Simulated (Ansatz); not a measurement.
A structure relaxed at r2SCAN-D4/def2-TZVP in Ansatz, charge 0, singlet:

```xyz
8

Li   -0.7637    2.3167   -0.1186
Li   -0.8857   -0.0373    0.8562
Li    0.7160   -2.1662    0.1146
Li    0.7601    0.4179   -0.8794
H     1.4819   -1.1279   -0.9976
H    -1.1748    0.8383   -0.8998
H     0.4205    1.4485    0.7794
H    -0.5543   -1.6901    1.1452
```

(1) Give its formula and point group.

(2) Summarise the bond lengths by kind (pairs closer than 1.2 times the sum of covalent radii, bridged metal pairs left out).

## Answers

(1) the cluster Li4H4. Point group C2v (tolerance 0.1 Å).

(2) 3 × Li–Li 2.43 to 2.55 Å; 6 × H–Li 1.70 to 1.72 Å.

Another isomer (singlet) lies 1.09 eV lower at PBE0-D4/def2-TZVP; other spin states weren't run for this one.
